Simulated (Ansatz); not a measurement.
Cl3GaH2O (`[OH2+][Ga-]([Cl])([Cl])[Cl]`), relaxed with RKS PBE0-D4/def2-TZVP in Ansatz 0.2.0 from a PBE-D4/def2-SVP geometry. The force threshold is 0.005 eV/Å; the program also tests the step.

Charge 0, multiplicity 1.

Start:

```xyz
7

O     0.872   -0.348    0.865
Ga   -0.333    0.369   -0.706
Cl    0.974    1.497   -1.990
Cl   -0.954   -1.624   -1.326
Cl   -1.671    1.438    0.641
H     0.702   -1.316    0.851
H     0.409   -0.014    1.665
```

| step | energy (eV) | largest force (eV/Å) | largest move (Å) |
| --- | --- | --- | --- |
| 1 | -92011.9577 | 0.632 | 0.000 |
| 2 | -92011.9894 | 0.286 | 0.031 |
| 3 | -92011.9959 | 0.106 | 0.029 |
| 4 | -92011.9972 | 0.086 | 0.027 |
| 5 | -92011.9979 | 0.030 | 0.015 |
| 6 | -92011.9981 | 0.015 | 0.007 |
| 7 | -92011.9981 | 0.004 | 0.002 |

End:

```xyz
7

O     0.833   -0.348    0.853
Ga   -0.362    0.357   -0.693
Cl    0.971    1.460   -1.934
Cl   -0.995   -1.587   -1.363
Cl   -1.709    1.455    0.576
H     0.783   -1.314    0.869
H     0.480   -0.022    1.692
```

Hardware: 4 threads of a server CPU on a shared host. Wall time 36 s, peak host memory 0.71 GiB.
